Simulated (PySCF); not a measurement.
# Correlation energy of Fe¹⁴⁺ (iron, charge +14)

[Ne] 3s2, closed-shell 1S. Calculation: PySCF 2.14, in an uncontracted even-tempered set (17 s from 1.1 bohr⁻², ratio 2.5; 11 p from 1.4 bohr⁻², ratio 2.5; 5 d from 5.7 bohr⁻², ratio 2.7; 4 f from 8.5 bohr⁻², ratio 2.7); the non-relativistic Hamiltonian (point nucleus). Frozen: 1s2; 10 electrons correlated; the 18 highest virtual orbitals of each spin left out.

```tsv
level	correlation energy (mhartree)
CCSD	-417.59
(T)	-2.26
CCSD(T)	-419.85
```

Diagnostics: T1 = 0.0011, D1 = 0.0033, largest double amplitude 0.093.

**Question.** Is a single reference adequate?

**Answer.** Mostly. T1 lies below 0.03, but a double amplitude of this size points to a near-degeneracy that CCSD handles and MP2 describes poorly.
